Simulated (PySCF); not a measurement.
A structure optimised at PBE-D3(BJ)/def2-SVP, used in a PySCF frequency run:

```xyz
12

C      0.0727    -2.6954     0.0000
N     -0.3478    -1.3164     0.0000
C      0.5409    -0.3860     0.0000
B      0.0735     1.1281     0.0000
N     -1.2939     1.4188     0.0000
F      0.9985     2.1161     0.0000
H      1.1819    -2.8393     0.0000
H     -0.3565    -3.2120    -0.8859
H     -0.3565    -3.2120     0.8859
H      1.6354    -0.6432     0.0000
H     -1.6956     2.3548     0.0000
H     -1.9531     0.6376     0.0000
```

Write its SMILES, formula and point group.

C/N=C/B(N)F, C₂H₆BFN₂, Cs

What are its rotational constants (standard atomic weights)?

8.4315, 1.8274, 1.5162 GHz
